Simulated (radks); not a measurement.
Species: neutral tantalum. Configuration: [Xe] 4f14 5d2 6s2 6p1 (not the ground configuration). Method: scalar-relativistic Kohn-Sham, BLYP, spin-polarised, spherical densities, point nucleus; open shells are filled with parallel spins first (spin-orbit coupling, left out, can overturn this in heavy ions); computed with a radial shooting solver on a logarithmic mesh with Libxc functionals.

Unscreened Slater integrals over Kohn-Sham orbitals (cm^-1). They are taken over the spin-up orbitals.

| integral | value |
|---|---|
| F0(6p,6p) | 45248 |
| F2(6p,6p) | 23840 |
| F0(6p,5d) | 56097 |
| F2(6p,5d) | 18495 |
| G1(6p,5d) | 11329 |
| G3(6p,5d) | 8234.1 |
| F0(6p,6s) | 51957 |
| G1(6p,6s) | 29691 |
| F0(6p,4f) | 60723 |
| F2(6p,4f) | 5319.0 |
| G2(6p,4f) | 1297.3 |
| G4(6p,4f) | 1166.6 |
| F0(5d,5d) | 96977 |
| F2(5d,5d) | 48882 |
| F4(5d,5d) | 31736 |
| F0(5d,6s) | 73755 |
| G2(5d,6s) | 22337 |
| F0(5d,4f) | 127870 |
| F2(5d,4f) | 27832 |
| F4(5d,4f) | 12911 |
| G1(5d,4f) | 11346 |
| G3(5d,4f) | 9474.4 |
| G5(5d,4f) | 7278.9 |
| F0(6s,6s) | 63985 |
| F0(6s,4f) | 84250 |
| G3(6s,4f) | 2556.4 |
| F0(4f,4f) | 317890 |
| F2(4f,4f) | 151960 |
| F4(4f,4f) | 95525 |
| F6(4f,4f) | 68776 |

Derived for the open shells (J is the average intra-shell exchange parameter used in DFT+U). 5d: Racah B = F2/49 - 5 F4/441 = 637.8 cm^-1, C = 35 F4/441 = 2519 cm^-1, C/B = 3.95, F4/F2 = 0.649, J = (F2 + F4)/14 = 5758 cm^-1. 6p: J = F2/5 = 4768 cm^-1.
